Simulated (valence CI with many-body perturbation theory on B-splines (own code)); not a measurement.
## Valence orbitals of Tb25+

Level of theory: configuration interaction combined with many-body perturbation theory (CI+MBPT): four valence electrons over a frozen Dirac-Fock core [Kr], radial functions for each j: 7 s, 7 p, 8 d, 6 f, 4 g, 1 h, with the one-electron correlation potential Σ1 (screened to all orders), the two-electron term Σ2, the three-electron term Σ3, Breit, model QED; selected single and double excitations, second order for the rest, scaled by the run's own slope (own B-spline code, finite nucleus).

No measured levels were compared; by estimate terms of the open shell hold to 2 to 4 % of their energy, and close levels can change places. The list stops below the first excitations out of the core.

These are the spectroscopic orbitals of the CI (the correlating ones are not listed), shaped by the core and the other valence electrons. h is the expectation value of the core's Dirac-Fock operator, without the valence repulsion; Σ1 is computed up to l = 3 at one energy for each symmetry, that of its lowest orbital but kept below the first core excitation, so for empty shells it is not the orbital's own correlation shift; Breit and QED include the response of the core.

| Orbital | h (hartree) | Σ1 (cm⁻¹) | Breit (cm⁻¹) | QED (cm⁻¹) | ⟨r⟩ (bohr) |
| --- | --- | --- | --- | --- | --- |
| 5s1/2 | -25.207 | -10738 | 2228 | 1754 | 0.9184 |
| 6s1/2 | -16.143 | -4118 | 1156 | 914 | 1.432 |
| 7s1/2 | -11.245 | -2104 | 664 | 531 | 2.064 |
| 5p1/2 | -23.892 | -10314 | 3437 | -38.9 | 0.9402 |
| 6p1/2 | -15.45 | -4151 | 1832 | -19.0 | 1.468 |
| 7p1/2 | -10.835 | -2170 | 1072 | -10.7 | 2.115 |
| 5p3/2 | -23.228 | -9374 | 2047 | 134 | 0.9696 |
| 6p3/2 | -15.106 | -3873 | 1105 | 73.1 | 1.503 |
| 7p3/2 | -10.633 | -2047 | 698 | 43.6 | 2.156 |
| 4d3/2 | -36.582 | -21208 | 3597 | -467 | 0.5304 |
| 5d3/2 | -21.091 | -9151 | 1468 | -151 | 0.9963 |
| 6d3/2 | -13.973 | -4168 | 782 | -77.9 | 1.563 |
| 4d5/2 | -36.239 | -20661 | 1924 | -274 | 0.5366 |
| 5d5/2 | -20.95 | -9044 | 837 | -77.8 | 1.004 |
| 6d5/2 | -13.898 | -4120 | 450 | -39.7 | 1.573 |
| 4f5/2 | -30.59 | -41288 | 341 | -344 | 0.5204 |
| 5f5/2 | -18.659 | -8979 | 260 | -115 | 1.029 |
| 4f7/2 | -30.518 | -38136 | -531 | -286 | 0.5227 |
| 5f7/2 | -18.626 | -8818 | -89.5 | -91.3 | 1.031 |
| 5g7/2 | -17.1 |  | -104 | -39.2 | 0.9962 |
| 5g9/2 | -17.093 |  | -165 | -31.6 | 0.9969 |

Among the shells of the start configuration 4d4, Σ1 is largest in size for 4d3/2, where it is 0.26 % of h.

Lowest root of each symmetry, sizes in configuration state functions:

```tsv
J	Parity	Roots	Reference	Variational	Second order	Change by selected CI (cm⁻¹)	Change by second order (cm⁻¹)
0	even	5	58	7064	29069	-4593	-2
1	even	5	132	18179	103710	-3741	-5
2	even	9	202	26069	150523	-3863	-6
3	even	6	210	19697	114505	-4277	-8
4	even	7	203	19429	139049	-4756	-9
5	even	2	151	14437	69832	-4708	-12
6	even	2	109	11705	113555	-4942	-10
0	odd	8	30	13190	53227	-6550	-2
1	odd	22	87	31993	155019	-6099	-5
2	odd	34	124	31991	243041	-6974	-48
3	odd	35	132	31927	308481	-6250	-61
4	odd	34	119	31790	290481	-6836	-65
5	odd	27	91	31748	279708	-6421	-43
6	odd	19	57	31845	246178	-5862	-15
7	odd	10	30	28308	144521	-6397	-4
8	odd	5	12	18027	109312	-6565	-5
9	odd	1	2	10585	50260	-8163	-6
```
